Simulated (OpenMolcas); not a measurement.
A calculation on Se V.

```
Program             : OpenMolcas 26.06
Method              : RASSCF
Basis               : ANO-RCC-VTZP [6s5p3d1f]
Scalar Hamiltonian  : DKH2, point nucleus
Active space        : 2 electrons in 9 orbitals (RAS2 4s 4p; RAS3 4d, at most 2 electrons)
State averaging     : 2S+1 = 3 even, 3 roots; 2S+1 = 1 even, 7 roots; 2S+1 = 3 odd, 3 roots; 2S+1 = 1 odd, 3 roots
Spin-orbit coupling : state interaction with AMFI integrals over the reference wave functions, term energies averaged over their components
```

Q: Which level of the active space comes out lowest?

A: 4s2 1S0, with 100 % of that term; it is also the measured ground level.

Q: How high does 4s 4p 1P* 1 lie?

A: 133127 cm-1 above the lowest level; measured 131733 cm-1 above the ground level, so the calculation is off by +1 %.

Q: How high does 4p2 3P1 lie?

A: 210662 cm-1 above the lowest level; measured 214091 cm-1 above the ground level, so the calculation is off by -2 %.

Q: How high does 4p2 3P0 lie?

A: 208749 cm-1 above the lowest level; measured 211794 cm-1 above the ground level, so the calculation is off by -1 %.

Q: The level at 214283 cm-1 has J = 2. What is it made of, and what is its g factor?

A: 90 % 4p2 3P2, 10 % 4p2 1D; g = 1.451, against 1.501 from Landé's formula for the pure leading term.

Measured values: the list in Rauch et al., Astron. Astrophys. 606, A105 (2017).

Active for correlation alone: 4d; no level in the range computed is led by a configuration that fills it, so any true level of that kind is missing. Some terms mix strongly with configurations of 4d, whose occupation reaches 0.21 (4p2 1D). Measured partners are found by configuration, term and J. A level has none where our copy of the source lacks it or the pairing is in doubt (some pairs that miss far off the trend of their configuration count as doubtful), and it then counts in no deviation. Only configurations of the active space appear.

* marks odd parity.
